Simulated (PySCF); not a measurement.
Relaxation of quartet IrO(OH)₂

All numbers come from PySCF, UPBE, basis Ir def2-SVP with ECP60, O def2-SVP, H def2-SVP (scalar-relativistic core potentials, no spin–orbit coupling, density fitting). A (50,194) grid was used.

A hand-made trigonal pyramidal (heavy-atom frame) start, with no symmetry imposed:

```xyz
6
charge 0 multiplicity 4, angstrom
Ir    0.0166   -0.0031   -0.1771
O     1.5353   -0.0031    0.6304
O    -0.8001    1.4116    0.6914
O    -0.8001   -1.4177    0.6914
H    -0.4357    2.2511    0.9811
H    -1.7094   -1.5218    0.9811
```

(1) What does it relax to?

(2) How much energy is released, and in how many steps?

## Answers

(1) It ends at C2v with Ir–O 1.754 Å, Ir–O 1.915 Å (×2), O–H 0.979 Å (×2); H–O–Ir 119.9° (×2), O–Ir–O 101.8° (×2), O–Ir–O 156.4° (after a last refinement on a finer grid). A frequency run shows a minimum. Other isomers or separated fragments may lie lower.

(2) 250.4 kJ/mol in 51 steps.

Open d and f shells are described by one determinant, and the ground state may have another occupation or spin. At this level a doublet minimum of Cs symmetry lies 105 kJ/mol below this structure. No spin–orbit coupling is included, which matters more the heavier the element.

The relaxation took about 7 core-minutes on a shared host.
